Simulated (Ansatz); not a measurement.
Ansatz (a first-principles code) job for CoH₁₈N₆, SMILES [Co+3](<-[NH3])(<-[NH3])(<-[NH3])(<-[NH3])(<-[NH3])<-[NH3], charge +3, multiplicity 1, PBE0/def2-SVPD. Geometry optimised at PBE0-D3(BJ)/def2-SVP. The spin state was assumed, not searched. The isomer is the one that the SMILES or the coordinates give; other isomers of the formula were not compared.

Ansatz 0.2 input:
```yaml
crystal:
  periodic: [false, false, false]
  atoms:
    - {symbol: Co, position_ang: [0.00008716, -0.00010563, 0.00010830]}
    - {symbol: N, position_ang: [-1.67779301, -0.99166942, 0.45180923]}
    - {symbol: H, position_ang: [-2.41917472, -0.42283258, 0.88157566]}
    - {symbol: H, position_ang: [-1.53616919, -1.75909277, 1.12192691]}
    - {symbol: H, position_ang: [-2.14704464, -1.44768172, -0.34151621]}
    - {symbol: N, position_ang: [-0.45262962, -0.00084635, -1.94867577]}
    - {symbol: H, position_ang: [-1.43660097, -0.20099399, -2.17052282]}
    - {symbol: H, position_ang: [0.07030376, -0.67853856, -2.51891280]}
    - {symbol: H, position_ang: [-0.27920008, 0.89952174, -2.41474983]}
    - {symbol: N, position_ang: [0.46815987, 0.07946101, 1.94384983]}
    - {symbol: H, position_ang: [1.18252226, -0.59185061, 2.25437556]}
    - {symbol: H, position_ang: [-0.31753609, -0.08374854, 2.58726508]}
    - {symbol: H, position_ang: [0.84617012, 0.98845839, 2.24191655]}
    - {symbol: N, position_ang: [1.72033949, 0.94010908, -0.39894381]}
    - {symbol: H, position_ang: [1.73981456, 1.94118719, -0.16448079]}
    - {symbol: H, position_ang: [2.01475076, 0.91293743, -1.38408597]}
    - {symbol: H, position_ang: [2.52788964, 0.55726732, 0.11031894]}
    - {symbol: N, position_ang: [0.92108295, -1.76302757, -0.21766911]}
    - {symbol: H, position_ang: [1.16060964, -2.24769511, 0.65704427]}
    - {symbol: H, position_ang: [1.81222761, -1.72760697, -0.73006083]}
    - {symbol: H, position_ang: [0.36701822, -2.45867171, -0.73448943]}
    - {symbol: N, position_ang: [-0.97934777, 1.73620118, 0.16939593]}
    - {symbol: H, position_ang: [-0.50232971, 2.55070477, -0.23866346]}
    - {symbol: H, position_ang: [-1.18543950, 2.02992597, 1.13331930]}
    - {symbol: H, position_ang: [-1.89884851, 1.73996627, -0.29154846]}
basis:
  gaussian:
    orbitals: def2-SVPD
hamiltonian:
  xc: {name: PBE0}
total_charge: 3
```

Program output:

```
WARN ansatz: RAYON_NUM_THREADS=2 ignored (pool sized by the plan → 2); use --threads N
Functional definition: PBE0
integrals: 0.44 GiB planned
2648 factors; their error is unknown
mean field: 3.55 GiB planned
mean field evaluation 1: about -46724.9389 eV, gradient 2.2e2 eV
mean field evaluation 2: about -45988.3459 eV, gradient 5.3e2 eV
mean field evaluation 4: about -46805.7326 eV, gradient 3.3e1 eV
mean field evaluation 8: about -46808.5827 eV, gradient 3.3e-1 eV
mean field evaluation 16: about -46808.6606 eV, gradient 1.5e-3 eV
mean field -46808.66061181 eV, -1720.1865494342 hartree, gradient 6.2e-5 eV, S^2 0.000000; 0 other end points of the search recorded, 0 dependent functions left out
reference -46808.66065354 eV, -1720.1865509677 hartree; 42, 42 occupied and 256, 256 virtual orbitals, 2648 factors
Total energy: -46808.66065354 eV, -1720.1865509677 hartree
```

Self-consistency was reached.

Cost: about 40 core-seconds (a rough figure).
